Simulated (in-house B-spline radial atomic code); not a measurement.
A fraction x of an electron is moved 4d → 5d in the indium ion In⁺, starting from [Kr] 4d10 5s2 and keeping the highest spin. Method: non-relativistic CAM-B3LYP, spin-polarised, spherical fractional occupations, point nucleus. Calculated with an all-electron radial atomic-structure program (B-spline basis).

Caution: exact exchange at fractional occupations of open shells leaves self-interaction of up to several eV.

```json
{"x": "0", "E(x) - E(0) (eV)": "0.0000", "4d down level (eV)": "-31.090", "5d up level (eV)": "-"}
{"x": "0.125", "E(x) - E(0) (eV)": "3.6878", "4d down level (eV)": "-32.156", "5d up level (eV)": "-2.243"}
{"x": "0.25", "E(x) - E(0) (eV)": "7.4779", "4d down level (eV)": "-33.185", "5d up level (eV)": "-2.460"}
{"x": "0.375", "E(x) - E(0) (eV)": "11.3680", "4d down level (eV)": "-34.180", "5d up level (eV)": "-2.668"}
{"x": "0.5", "E(x) - E(0) (eV)": "?", "4d down level (eV)": "?", "5d up level (eV)": "?"}
{"x": "0.625", "E(x) - E(0) (eV)": "19.4344", "4d down level (eV)": "-36.077", "5d up level (eV)": "-3.076"}
{"x": "0.75", "E(x) - E(0) (eV)": "23.6039", "4d down level (eV)": "-36.985", "5d up level (eV)": "-3.279"}
{"x": "0.875", "E(x) - E(0) (eV)": "?", "4d down level (eV)": "?", "5d up level (eV)": "?"}
{"x": "1", "E(x) - E(0) (eV)": "32.2000", "4d down level (eV)": "-38.732", "5d up level (eV)": "-3.685"}
```

Task: What belongs in the row x = 0.5?

Result: An energy change of 15.3547 eV; 4d down at -35.143 eV, 5d up at -2.873 eV.

Task: What belongs in the row x = 0.875?

Result: An energy change of 27.8601 eV; 4d down at -37.870 eV, 5d up at -3.482 eV.

Task: Check Janak's theorem between x = 0.125 and 0.25.

Result: The slope of the energy is 30.32 eV; the orbital levels give 30.32 eV (ε of the receiving orbital less ε of the emptying one, averaged over the two points).
